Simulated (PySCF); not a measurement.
A calculated (UHF, PySCF 2.14, cc-pVDZ, the non-relativistic Hamiltonian (point nucleus)) atom or ion has these occupied shells.

| shell | electrons | orbital energy (eV) | rms radius, mean of both spins (bohr) |
| --- | --- | --- | --- |
| 1s α | 1 | -240.85 | 0.378 |
| 1s β | 1 | -239.47 | 0.378 |
| 2s α | 1 | -37.715 | 1.79 |

(1) Name the element and its charge.

Answers

(1) B²⁺ (boron, charge +2), in [He] 2s1, 2S determinant.
